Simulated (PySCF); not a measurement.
C₅H₇NO.
Cartesian coordinates in Å at the PBE0-D3(BJ)/def2-SVP level; atoms count from 1:
```
atom  x, y, z in Å
C1     2.932   -0.446   -0.167
C2     1.876    0.140   -0.066
C3     0.674    0.963    0.076
O4     0.775    2.157    0.283
N5    -0.519    0.308   -0.039
C6    -0.650   -1.103   -0.283
C7    -1.736    1.066    0.094
H8     3.875   -0.955   -0.254
H9    -1.201   -1.594    0.539
H10   -1.202   -1.290   -1.220
H11    0.340   -1.568   -0.363
H12   -1.475    2.114    0.280
H13   -2.341    0.998   -0.827
H14   -2.343    0.687    0.934
```

All values: PBE0/pcSseg-1 and CAM-B3LYP/def2-SVPD (PySCF, non-relativistic), on one gas-phase PBE0-D3(BJ)/def2-SVP geometry that isn't relaxed in the solvent. The solvent is an IEF-PCM continuum (Bondi radii, 1.10 Å for H, scaled by 1.2). Only the electrostatic response of the medium enters.

Gas phase at PBE0/pcSseg-1: HOMO -7.21 eV, LUMO -0.84 eV, dipole 4.01 D.

Task: What does the continuum do to the energy, the frontier levels and the dipole at PBE0/pcSseg-1 in chloroform?

Result: 
| solvent | ε | E(solvent) − E(gas) (kcal/mol) | polarisation term (kcal/mol) | distortion of the solute (kcal/mol) | HOMO (eV) | LUMO (eV) | dipole (D) |
| --- | --- | --- | --- | --- | --- | --- | --- |
| chloroform | 4.711 | -5.60 | -6.51 | 0.91 | -7.19 | -0.91 | 4.93 |

The first energy column is the sum of the next two and covers electrostatics alone.

Task: Which radius a makes the point-dipole formula ΔE = −[(ε − 1)/(2ε + 1)]·μ²/a³ give the value in chloroform, with the gas-phase dipole?

Result: μ = 1.576 au and |ΔE| = 0.00892 Eh give a = 2.45 Å; the farthest nucleus lies 4.09 Å from the centroid of the nuclei, so such a sphere wouldn't even hold the nuclei. The formula assumes a rigid point dipole at the centre of a sphere.

Task: Which Hirshfeld charges (PBE0/pcSseg-1) respond most in chloroform (means over atoms taken as equivalent)?

Result: 
| atoms | environment | gas (e) | solvent (e) | change |
| --- | --- | --- | --- | --- |
| O4 | amide oxygen | -0.274 | -0.312 | -0.038 |
| H8 | alkyne hydrogen | +0.105 | +0.117 | +0.012 |
| C2 | alkyne carbon | -0.045 | -0.057 | -0.012 |
| N5 | amide nitrogen | -0.036 | -0.029 | +0.007 |
| C1 | terminal alkyne carbon | -0.077 | -0.072 | +0.005 |
| C3 | amide carbonyl carbon | +0.173 | +0.169 | -0.004 |
| H9 (×6) | methyl hydrogen | +0.046 | +0.050 | +0.004 |
| C6/C7 | N-methyl carbon | -0.062 | -0.059 | +0.003 |

Gas phase at CAM-B3LYP/def2-SVPD: HOMO -8.63 eV, LUMO 0.15 eV, dipole 4.01 D.

Task: What does the continuum do to the energy, the frontier levels and the dipole at CAM-B3LYP/def2-SVPD in chloroform?

Result: 
```
   solvent      ε  E(solvent) − E(gas) (kcal/mol)  polarisation term (kcal/mol)  distortion of the solute (kcal/mol)  HOMO (eV)  LUMO (eV)  dipole (D)
chloroform  4.711                           -5.66                         -6.72                                 1.06      -8.60       0.11        5.06
```

Task: How does the static polarisability (CAM-B3LYP/def2-SVPD, frozen core, with the continuum's full static response) change?

Result: 
```json
{"medium": "gas", "isotropic (au)": "72.0", "principal values (au)": "49.7, 72.0, 94.4", "⟨r²⟩ of the electrons (bohr²)": "795.0"}
{"medium": "chloroform", "isotropic (au)": "88.3", "principal values (au)": "60.7, 89.5, 114.8", "⟨r²⟩ of the electrons (bohr²)": "793.9"}
```

The isotropic value in chloroform is 1.23 times the gas-phase one; no cavity-field correction is applied. ⟨r²⟩ is taken about the centre of nuclear charge.
